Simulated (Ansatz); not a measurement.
Mulliken charges of CH3ClGe, SMILES `[CH3][Ge][Cl]` from PBE/def2-TZVPP in Ansatz (PBE0-D4/def2-TZVP geometry).

```json
{"atom": "C1", "x (Å)": "-0.360", "y (Å)": "0.453", "z (Å)": "-0.236", "charge (e)": "-0.387"}
{"atom": "Ge2", "x (Å)": "1.405", "y (Å)": "0.064", "z (Å)": "0.581", "charge (e)": "0.358"}
{"atom": "Cl3", "x (Å)": "1.099", "y (Å)": "-2.105", "z (Å)": "0.776", "charge (e)": "-0.308"}
{"atom": "H4", "x (Å)": "-0.476", "y (Å)": "1.517", "z (Å)": "-0.454", "charge (e)": "0.105"}
{"atom": "H5", "x (Å)": "-1.155", "y (Å)": "0.132", "z (Å)": "0.445", "charge (e)": "0.116"}
{"atom": "H6", "x (Å)": "-0.472", "y (Å)": "-0.124", "z (Å)": "-1.159", "charge (e)": "0.116"}
```

Task: By hand: the dipole of these point charges (1 e Å = 4.8032 D).

Result: Σ q r = (0.065, 0.656, -0.070) e Å, of length 0.663 e Å = 3.18 D.

Task: How does the dipole of the full density compare? (Best estimate.)

Result: Ansatz gave: (-0.109, 0.402, -0.107) e Å, 2.07 D; the point charges give 1.54 times that, at 22° from its direction.

Point charges leave out the atoms' own dipoles, such as those of lone pairs, and Mulliken's split depends on the basis, so the two needn't agree.
